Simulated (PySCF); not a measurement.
# Frontier levels across methods

Species: C₅H₁₃B.
Atom-mapped SMILES: `[CH3:1][CH2:2][CH2:3][B:4]([CH3:5])[CH3:6]` (hydrogens: H7, H8, H9 on C1; H10, H11 on C2; H12, H13 on C3; H14, H15, H16 on C5; H17, H18, H19 on C6)

Cartesian coordinates in Å at the PBE0-D3(BJ)/def2-SVP level; atoms count from 1:
```
atom  x, y, z in Å
C1     2.796    0.066   -0.692
C2     1.386   -0.505   -0.682
C3     0.342    0.448   -0.106
B4    -1.176    0.013   -0.123
C5    -1.712   -1.026   -1.174
C6    -2.162    0.667    0.919
H7     3.524   -0.646   -1.111
H8     3.130    0.324    0.326
H9     2.846    0.988   -1.295
H10    1.101   -0.792   -1.708
H11    1.380   -1.447   -0.104
H12    0.337    1.383   -0.710
H13    0.645    0.787    0.901
H14   -2.779   -0.905   -1.415
H15   -1.126   -1.102   -2.102
H16   -1.622   -2.013   -0.675
H17   -3.172    0.232    0.939
H18   -1.747    0.667    1.941
H19   -2.270    1.735    0.650
```

Basis pcSseg-1 throughout (PySCF), one geometry. One conformer (not necessarily the lowest) at the PBE0-D3(BJ)/def2-SVP geometry, without solvent, vibrations or thermal averaging.

Problem. How do the orbital energies, the gap and the dipole change with the method?

Solution. 
| method | kind | HOMO (eV) | LUMO (eV) | gap (eV) | μ (D) | SCF cycles |
| --- | --- | --- | --- | --- | --- | --- |
| BLYP | GGA | -6.68 | -1.04 | 5.64 | 0.04 | 13 |
| OPBE | GGA | -6.72 | -1.03 | 5.70 | 0.05 | 13 |
| PBE | GGA | -6.77 | -1.20 | 5.58 | 0.04 | 13 |
| B97-D | GGA | -6.78 | -0.99 | 5.79 | 0.03 | 13 |
| LDA | LDA | -6.86 | -1.42 | 5.44 | 0.04 | 13 |
| KT2 | GGA | -6.87 | -1.26 | 5.60 | 0.03 | 12 |
| BP86 | GGA | -6.88 | -1.26 | 5.62 | 0.04 | 13 |
| KT3 | GGA | -6.90 | -1.16 | 5.75 | 0.04 | 12 |
| B97-2 | global hybrid | -7.88 | -0.17 | 7.71 | 0.03 | 12 |
| B3LYP | global hybrid | -7.94 | -0.40 | 7.53 | 0.03 | 12 |
| PBE0 | global hybrid | -8.14 | -0.19 | 7.95 | 0.04 | 12 |
| mPW1PW91 | global hybrid | -8.17 | -0.18 | 7.99 | 0.04 | 12 |
| BHandHLYP | global hybrid | -9.44 | 0.92 | 10.36 | 0.03 | 12 |
| CAM-B3LYP | range-separated hybrid | -9.56 | 0.96 | 10.52 | 0.03 | 12 |
| wB97X-D | range-separated hybrid | -10.04 | 1.72 | 11.75 | 0.03 | 12 |
| LC-wPBE | range-separated hybrid | -10.91 | 2.16 | 13.07 | 0.05 | 12 |
| HF | Hartree–Fock | -11.44 | 3.58 | 15.03 | 0.03 | 9 |

The HOMO spans 4.76 eV, from BLYP down to HF, and the gap runs from 5.44 eV (LDA) to 15.03 eV (HF). Over the methods BLYP (0 %), OPBE (0 %), PBE (0 %), B97-D (0 %), LDA (0 %), KT2 (0 %), BP86 (0 %), KT3 (0 %), B97-2 (21 %), B3LYP (20 %), PBE0 (25 %), mPW1PW91 (25 %), BHandHLYP (50 %), HF (100 %), a straight line through the gap against the share of exact exchange rises by 0.94 eV for each 10 % (correlation coefficient 0.999). The dipole ranges from 0.03 D (BHandHLYP) to 0.05 D (OPBE). This basis has no diffuse functions.
